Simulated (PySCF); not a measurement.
## How methods differ on the excitation energy of La

La [Xe] 5d1 6s2 (2D) → La [Xe] 5d3 (4F), as a difference of total energies. All numbers are calculated (PySCF 2.14, scalar relativity through the core potential, in def2-QZVPPD with the def2 core potential (46 electrons)). The calculations carry no spin-orbit coupling.

| method | excitation energy (eV) | error (eV) |
| --- | --- | --- |
| wB97M-V | 1.448 | -0.111 |
| r2SCAN0 | 0.743 | -0.816 |

Reference: 1.559 eV (measured; NIST levels, between the centres of gravity of the two terms).
